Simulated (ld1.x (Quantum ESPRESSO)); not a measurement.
P, TM: configuration errors across variants

| Quantity | Value |
| --- | --- |
| Element | P |
| Generator | ld1.x (Quantum ESPRESSO) 7.5 |
| Type | norm-conserving Troullier–Martins (Kleinman–Bylander form) |
| Functional | LDA (PZ) |
| Relativity | scalar-relativistic |
| Frozen core | [Ne] |
| Valence charge | 5 |
| Reference configuration | 3s2 3p3 |
| Partial waves | 3s (bound): rc 1.60 bohr; 3p (bound): rc 1.95 bohr |
| Local potential | all-electron potential smoothed inside 1.65 bohr (lloc = -2) |
| Core correction | none |

All-electron excitation energies from the reference (eV): (1) 3s2 3p2 9.821; (2) 3s2 3p1 29.070; (3) 3s2 3p0 58.965; (4) 3s1 3p3 18.893; (5) 3s2 3p3.3 -1.336; (6) 3s0 3p5 17.136; (7) 3s1 3p4 8.496; (8) 3s2 3p3 spin -1.510; (9) 3s2 3p2 spin 8.978.

Spin tests fill each open shell by Hund’s rule, majority spin first.

1 further variants failed, have other tests or another functional or relativity, and are left out.

Errors AE − PS in meV (a dash: test not solved or not reliable):

| change | (1) | (2) | (3) | (4) | (5) | (6) | (7) | (8) | (9) | bound ghosts |
| --- | --- | --- | --- | --- | --- | --- | --- | --- | --- | --- |
| base | +4.3 | +36 | +148 | +13 | +0.2 | +12 | +2.7 | +119 | +84 | none |
| wave 3p (bound): rc 1.95 bohr becomes 3p (bound): rc 1.50 bohr | +4.4 | +36 | +145 | +13 | +0.2 | +13 | +3.0 | +118 | +83 | none |
| local potential the s channel | +4.3 | +35 | +141 | +13 | +0.2 | +12 | +2.7 | +119 | +84 | none |
| local potential all-electron potential smoothed inside 2.16 bohr (lloc = -2) | +1.4 | +18 | +91 | +8.7 | +0.1 | +11 | +2.4 | +119 | +81 | none |
| type PAW; waves now 3s (bound): rcut 1.40, rcutus 1.60 bohr; 3s channel at -0.4 Ry: rcut 1.40, rcutus 1.60 bohr; 3p (bound): rcut 1.70, rcutus 1.95 bohr; 3p channel at -0.05 Ry: rcut 1.70, rcutus 1.95 bohr; local potential all-electron potential smoothed inside 1.35 bohr (lloc = -1); core correction a·sin(br)/r model core, default radius (ld1.x builds one for every PAW set, though the input has nlcc=.false.); augmentation PSQ, inside the norm-conserving radii | -1.5 | -11 | -49 | -2.6 | +0.1 | -1.1 | -0.5 | -0.8 | -2.3 | none |

Question: Give the same row for: all radii scaled by about 0.75 (s 1.20, p 1.46 bohr); local potential all-electron potential smoothed inside 1.24 bohr (lloc = -2).

Answer: +5.7, +44, +172, +15, +0.3, +19, +4.0, +118, +85; bound ghosts: none.
